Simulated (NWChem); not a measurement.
Molecule: C2H4N2Si; SMILES N#C/N=C\[SiH3]

```xyz
9

N     -0.9506    -2.2635     0.0002
C     -0.0297    -1.5506     0.0001
N      1.0966    -0.8385     0.0001
C      1.0830     0.4450    -0.0006
Si    -0.4666     1.5719    -0.0019
H      2.0834     0.9092    -0.0003
H     -1.2614     1.2828     1.2258
H      0.0033     2.9855    -0.0084
H     -1.2669     1.2729    -1.2235
```
Atoms are numbered in this order, from 1.

All runs: NWChem. STO-3G and 3-21G are far too small for this property and stand as cheap habits. The geometry was optimised at PBE0/def2-SVP. GIAO values for the isolated, static molecule; σ is the absolute isotropic shielding, δ = σ(reference) − σ with the isolated reference molecule computed at the same levels (13C: tetramethylsilane, 1H: tetramethylsilane, 15N: ammonia, 29Si: tetramethylsilane).

| level | δ N1 (ppm) | δ C2 (ppm) | δ N3 (ppm) | δ C4 (ppm) | δ Si5 (ppm) | δ H6 (ppm) | δ H7 (rotor mean) (ppm) |
|---|---|---|---|---|---|---|---|
| Hartree-Fock/STO-3G | 292.3 | 77.2 | 315.4 | 183.6 | -65.6 | 10.88 | 2.40 |
| PBE/pcSseg-1 | 349.5 | 121.2 | 419.2 | 212.3 | -88.9 | 9.55 | 4.28 |
| BHandHLYP/pcSseg-1 | … | … | … | … | … | 9.54 | … |

Some entries are withheld; supply them.


- BHandHLYP/pcSseg-1, δ N1 (ppm): 336.2
- BHandHLYP/pcSseg-1, δ C2 (ppm): 113.0
- BHandHLYP/pcSseg-1, δ N3 (ppm): 422.2
- BHandHLYP/pcSseg-1, δ C4 (ppm): 219.7
- BHandHLYP/pcSseg-1, δ Si5 (ppm): -80.7
- BHandHLYP/pcSseg-1, δ H7 (rotor mean) (ppm): 4.08
